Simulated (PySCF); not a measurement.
# From computed data to an observable: chemical shift, span and skew from a shielding tensor

Si(Cl)(NCO)(OH)2 (CH2ClNO3Si), SMILES O=C=N[Si](O)(O)Cl. Atoms are numbered in the order given.

```xyz
9

O      2.7746    -1.3432    -1.5286
C      1.7753    -0.8087    -1.2018
N      0.7332    -0.2560    -0.9171
Si    -0.5263     0.4464     0.0264
O     -1.9368     0.4031    -0.8424
O     -0.2205     2.0184     0.4274
Cl    -0.6289    -0.6169     1.7864
H     -2.0996    -0.4120    -1.3481
H     -0.5635     2.6683    -0.2113
```

Coordinates come from a PBE-D3(BJ)/def2-SVP optimisation. The structure was generated by enumeration, and PubChem lists no compound with its InChIKey, so it may never have been made. The values are those of a single conformer.

GIAO shieldings from PBE/pcSseg-1 (PySCF), non-relativistic, no solvent. The symmetric part of the tensor of C2 has the principal values -49.7, -47.9, 269.1 ppm. The same nucleus in TMS has σ = 182.0 ppm at this level (PySCF, at its B3LYP-D3(BJ)/def2-TZVP geometry). Without spin–orbit terms, shifts of atoms bonded to Cl or Br come out too high.

Problem. Work out the isotropic shielding, the ¹³C shift against TMS, the span and the skew.

Solution. 
σ(iso) = (σ11 + σ22 + σ33)/3 = 57.2 ppm. δ = σ(ref) − σ(iso) = 182.0 − (57.2) = 124.8 ppm.
Span Ω = σ33 − σ11 = 318.8 ppm. Skew κ = 3(σ(iso) − σ22)/Ω = 0.99, an axial tensor. Tumbling in solution averages the tensor to δ; in a static solid the shielding alone would spread this spin-1/2 line over Ω.
